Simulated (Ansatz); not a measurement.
Basis-set extrapolation for `[CH3][Al]([C]#N)[C]#N` (PBE0-D4/def2-TZVP geometry, frozen core, Ansatz 0.2.0). Multiplicity 1, RHF reference.

```json
{"": "HF", "def2-TZVPP": "-466.295651", "def2-QZVPP": "-466.311510"}
{"": "MP2 correlation", "def2-TZVPP": "-0.906825", "def2-QZVPP": "-0.967287"}
{"": "CCSD(T) correlation", "def2-TZVPP": "-0.972907", "def2-QZVPP": "not run"}
```

Energies in hartree. Use E(X) = E(∞) + A·exp(−7.88·√X) for Hartree–Fock and E(X) = E(∞) + B·X^(−2.97) for correlation, with X = 3 and 4, and add CCSD(T) minus MP2 of the smaller set to the MP2 limit.

Q: What is the CCSD(T) energy at the basis-set limit?

A: HF limit: -466.311510 + (-0.015859) × 0.13774 = -466.31369. MP2 limit: -0.967287 + (-0.060462) × 0.74074 = -1.01207. Higher-order term: -0.972907 − (-0.906825) = -0.06608. Total: -467.39184 hartree, 323.7 kJ/mol below CCSD(T)/def2-TZVPP.
